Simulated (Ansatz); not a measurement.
`CB(F)[SeH]` + H₂O → `CB(O)F` + H₂Se at 298.15 K and 1 bar (formal hydrolysis of a B–Se bond).

Calculated with Ansatz (gas phase, PBE0-D4/def2-TZVP geometries, no zero-point term in ΔE). CCSD(T)/CBS adds triple-zeta CCSD(T) − MP2 to the extrapolated MP2 energy (def2 sets, frozen cores). This one scheme is used for every species. For Se outer-core shells are correlated without core-valence functions, which leaves a few kJ/mol of doubt a bond. Scalar relativity is left out up to krypton. Each species was taken in one conformer, which may not be the lowest.

```csv
species,CCSD(T)/CBS energy (Eh),H − E (kJ/mol),S (J/(mol·K))
`CB(F)[SeH]`,-2565.84504,153.6,325.7
H₂O,-76.37941,66.4,188.7
`CB(O)F`,-240.35473,169.4,294.8
H₂Se,-2401.89790,45.8,219.1
```

H − E and S are ideal-gas, rigid-rotor, harmonic terms from PBE0-D4/def2-TZVP, for one conformer and one mirror image of each species. 1 Eh = 2625.50 kJ/mol, R = 8.31446 J/(mol·K).

Q: By hand: ΔE, ΔH, ΔS and ΔG.

A: ΔE = (-240.35473) + (-2401.89790) − (-2565.84504) − (-76.37941) = -0.02818 Eh = -74.0 kJ/mol. Δ(H − E) = 169.4 + 45.8 − 153.6 − 66.4 = -4.8, so ΔH = -78.8 kJ/mol. ΔS = 294.8 + 219.1 − 325.7 − 188.7 = -0.5 J/(mol·K). ΔG = -78.8 − 298.15 × (-0.5)/1000 = -78.7 kJ/mol.

Q: By hand: the equilibrium constant, and the temperature at which ΔG would vanish if ΔH and ΔS stayed fixed.

A: log₁₀ K = −ΔG/(RT ln 10) = 13.8. ΔG = 0 at ΔH/ΔS = 157600 K, far beyond where these terms or the molecules hold.

The number of gas molecules stays the same, so ΔS is small and ΔH decides. A doubt of 5 kJ/mol in ΔE shifts log₁₀ K by 0.9 here. Other conformers and mirror images would add mixing entropy, several J/(mol·K) or more a flexible species. Modes under 60 cm⁻¹, often nearly free rotors, make the harmonic entropy too high. These are equilibria of isolated gas molecules and say nothing of rates. Largest T1 diagnostic: 0.012 (customary marks: 0.02 for closed shells, 0.045 for open ones).
